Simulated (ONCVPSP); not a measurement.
Potentials for Fe (Z = 26) compared

Generated with ld1.x 7.5 (TM, RRKJ, ultrasoft, PAW), atompaw 4.2 or ONCVPSP 4.0.1. The cutoff is in Ry: for ld1.x and atompaw files where the sum of valence levels is converged to 10 mRy in a Bessel basis, for ONCV files where the hardest occupied wave has 1 mHa per electron of residual kinetic energy. The error is the largest all-electron minus pseudo excitation energy over each file’s own four to seven test configurations (ionisations up to +4, promotions, holes and added fractions of an electron), all of which were solved. The labels leave out finer settings (local radius, basis sizes, second energies), which also bear on the numbers. Spin-polarised tests are not counted. The rows are a selection from randomly drawn settings: files with unsolved tests, undetermined cutoffs or missed reference levels are left out.

A true bound ghost makes a file unfit for plane-wave use even where its test errors are small: the radial tests pick states by their node count and pass the ghost by.

| potential | cutoff (Ry) | largest error (meV) | bound ghosts |
| --- | --- | --- | --- |
| ONCV, PBE, scalar-relativistic, rc 1.35/1.30/0.95 (spd), local smoothed, core correction yes, reference 3s2 3p6 3d6 4s1, qcut 6.7/8.2/19.6, projectors 2/2/2 | 235 | -4.2 | none |
| ONCV, PBE, scalar-relativistic, rc 1.10/1.25/1.15 (spd), local smoothed, core correction yes, reference 3s2 3p6 3d6 4s2, qcut 13.1/13.7/11.9, projectors 2/2/3 | 118 | +4.8 | none |
| ONCV, PBE, fully relativistic, rc 1.30/1.10/1.35 (spd), local smoothed, core correction yes, reference 3s2 3p6 3d6 4s2, qcut 11.3/10.1/10.7, projectors 2/1/2 | 93 | +13 | none |
| ONCV, PBE, scalar-relativistic, rc 2.05/1.55/1.30/1.85 (spdf), local smoothed, core correction no, reference 3d6 4s2, qcut 2.6/4.5/12.7/6, projectors 2/2/3/2 | 125 | +218 | s, p |
| ONCV, PBE, scalar-relativistic, rc 1.65/1.20/1.80 (spd), local smoothed, core correction yes, reference 3s2 3p6 3d7 4s1, qcut 7.2/12.7/7.7, projectors 2/2/1 | 68 | +286 | none |
| ONCV, PBEsol, non-relativistic, rc 1.60/1.60/1.35 (spd), local smoothed, core correction yes, reference 3s2 3p6 3d6 4s1 4p1, qcut 9.5/6.9/9.4, projectors 3/2/2 | 116 | +5.2 | none |
| ONCV, PBEsol, scalar-relativistic, rc 1.95/2.05/1.40 (spd), local smoothed, core correction no, reference 3d6 4s2, qcut 3.6/4.1/12.5, projectors 3/2/2 | 108 | -168 | s |
| ONCV, PBEsol, fully relativistic, rc 1.15/0.85/1.70 (spd), local smoothed, core correction no, reference 3s2 3p6 3d5, qcut 9.6/8.9/8.7, projectors 2/2/2 | 96 | +130 | none |

Q: Fill in the row for Fe: ONCV, PBEsol, scalar-relativistic, rc 1.50/1.05/1.15 (spd), local smoothed, core correction yes, reference 3s2 3p6 3d6 4s2, qcut 8.6/12.9/15.7, projectors 2/2/2.

A: cutoff 163 Ry, largest error +6.1 meV, bound ghosts: none.
